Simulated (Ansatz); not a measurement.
Reactions of CH4GeO (`O=[CH][GeH3]`).

Isolated molecules relaxed with PBE0-D4/def2-TZVP in Ansatz; ΔE leaves out vibrations. CBS: MP2 limit from def2 TZ/QZ plus the TZ coupled-cluster correction, frozen cores. This one scheme is used for every species. def2 core potentials past Kr. For Ga, Ge, Sb outer-core shells are correlated without core-valence functions, which leaves a few kJ/mol of doubt a bond. Scalar relativity is left out up to krypton. One conformer a species, not always the lowest.

Task: Order these by ΔE at CCSD(T)/CBS, lowest first. (Best estimate.)
A. `O=[CH][GeH3]` + `C=[CH][GaH][F]` → `C=[CH][GaH][GeH3]` + `O=CF`
B. `O=[CH][GeH3]` + `N[SiH3]` → `[SiH3][NH][GeH3]` + `C=O`
C. `O=[CH][GeH3]` + `CO[SiH2]N[SiH2]F` → `CO[SiH2][NH][GeH3]` + `O=C[SiH2]F`
D. `O=[CH][GeH3]` + `[NH2][SbH2]` → `O=C[NH][SbH2]` + GeH₄
E. `O=[CH][GeH3]` + `CBC(O)(F)F` → `O[C](F)(F)[GeH3]` + `CBC=O`

Result: D (-88.8 kJ/mol), B (-34.6 kJ/mol), E (+11.1 kJ/mol), A (+28.3 kJ/mol), C (+66.3 kJ/mol).

Largest T1 diagnostic: 0.017, for `O=C[NH][SbH2]`.
